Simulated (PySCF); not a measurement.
This PySCF input asks for the NMR shieldings of SMILES C(C)[CH2][GeH2][AsH2], C3H11AsGe; the geometry comes from GFN2-xTB.

```python
import basis_set_exchange as bse
import numpy as np
from pyscf import gto, dft
from pyscf.prop import nmr

atoms = """
C    -1.711903    0.732219    0.091740
C    -1.141774   -0.214354    1.136646
C    -0.287734   -1.306469    0.505453
Ge    1.373086   -0.597311   -0.339177
As    2.360571    1.116748    1.010677
H    -0.904297    1.222764   -0.453227
H    -2.321627    0.184316   -0.623957
H    -2.328724    1.497788    0.557343
H    -0.526690    0.357567    1.844965
H    -1.961676   -0.665116    1.704061
H     0.008977   -2.020821    1.277448
H    -0.878516   -1.857637   -0.226814
H     1.078061   -0.206702   -1.780903
H     2.310647   -1.781460   -0.532009
H     1.503457    2.170070    0.367393
H     3.420542    1.377342   -0.016084
"""
names = dict.fromkeys(["C", "Ge", "As", "H"], "pcSseg-1")
basis = {el: gto.basis.parse(bse.get_basis(n, elements=[el], fmt="nwchem")) for el, n in names.items()}
mol = gto.M(atom=atoms, basis=basis, charge=0, verbose=0)
mf = dft.RKS(mol, xc="PBE0")
mf.grids.level = 2
mf.grids.alignment = dft.numint.BLKSIZE   # the property module wants whole blocks of grid points
mf.conv_tol = 1e-9
mf.kernel()

calc = nmr.RKS(mf)   # GIAO
C = mf.mo_coeff
Co = C[:, mf.mo_occ > 0]
resp = mf.gen_response(singlet=True, hermi=2)
def vind(x):   # induced exchange potential for any number of trial vectors
    d = np.einsum("pi,xij,qj->xpq", C, 2 * x.reshape(-1, C.shape[1], Co.shape[1]), Co, optimize=True)
    return np.einsum("xpq,pi,qj->xij", resp(d - d.transpose(0, 2, 1)), C, Co, optimize=True).ravel()
mo1, _ = nmr.rhf.solve_mo1(calc, with_cphf=vind)
sigma = calc.kernel(mo1)
for i, s in enumerate(sigma):   # ppm
    w = np.linalg.eigvalsh((s + s.T) / 2)
    print("%2d %-2s iso %8.1f  s11 %8.1f  s22 %8.1f  s33 %8.1f" % (i, mol.atom_pure_symbol(i), w.mean(), *w))
```

Task: What does it print?

Result: 
```
 0 C  iso    168.4  s11    157.8  s22    163.0  s33    184.4
 1 C  iso    162.6  s11    158.7  s22    159.3  s33    169.8
 2 C  iso    167.3  s11    158.4  s22    163.9  s33    179.7
 3 Ge iso   1498.3  s11   1363.0  s22   1489.0  s33   1642.9
 4 As iso   2025.2  s11   1903.8  s22   1982.0  s33   2189.7
 5 H  iso     30.7  s11     25.2  s22     32.8  s33     34.1
 6 H  iso     30.9  s11     26.9  s22     28.2  s33     37.6
 7 H  iso     30.5  s11     26.2  s22     26.9  s33     38.3
 8 H  iso     30.3  s11     25.5  s22     31.3  s33     34.2
 9 H  iso     29.8  s11     24.1  s22     27.7  s33     37.6
10 H  iso     30.3  s11     24.4  s22     28.6  s33     37.8
11 H  iso     30.7  s11     25.7  s22     28.5  s33     37.9
12 H  iso     27.0  s11     20.5  s22     21.9  s33     38.7
13 H  iso     27.5  s11     20.4  s22     22.4  s33     39.8
14 H  iso     29.9  s11     21.3  s22     26.0  s33     42.3
15 H  iso     30.0  s11     22.1  s22     24.2  s33     43.8
```

These numbers come from an equivalent density-fitted implementation of the same equations, which agrees with the script to about 0.01 ppm for H and up to a few tenths of a ppm for heavy atoms, so last digits may differ.

Relativistic effects, spin–orbit coupling among them, are left out; they matter for As, Ge and for the light atoms bonded to it.

Size and cost of the density-fitted run: 188 basis functions, 28 s wall time on 1 thread of an Arm Neoverse V1, shared host.
